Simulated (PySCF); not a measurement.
**Te (tellurium, neutral) across methods**

[Kr] 4d10 5s1 5p4 6s1, high-spin 5P determinant (an excited configuration). All numbers are calculated (PySCF 2.14, scalar relativity by spin-free X2C-1e, in x2c-TZVPPall with one added diffuse shell each of s, p, d, f type (9s7p5d3f, 76 functions)).

```csv
method,E (hartree),mean ε 5p α (eV),mean ε 5p β (eV),mean ε 6s α (eV),Σ⟨r²⟩ (bohr²),⟨S²⟩
LDA,-6786.78,-9.981,-8.030,-1.646,79.62,6.002
HSE06,-6792.71,-10.736,-8.267,-1.644,80.13,6.004
r2SCAN,-6793.15,-10.445,-7.975,-1.552,80.40,6.008
wB97M-V,-6792.67,-13.307,-10.555,-3.146,80.21,6.004
PBE0,-6792.79,-11.177,-8.609,-1.963,80.10,6.004
PBE,-6792.70,-9.881,-7.857,-1.535,79.96,6.003
UHF,-6790.33047,-14.361,-9.567,-2.829,81.40,6.015
LC-wPBE,-6792.65,-13.886,-11.003,-3.263,80.04,6.003
TPSSh,-6792.86,-10.520,-8.162,-1.646,80.32,6.005
```

The outer electron is Rydberg-like, and this basis confines it to a smaller radius and binds it less than a complete one would.
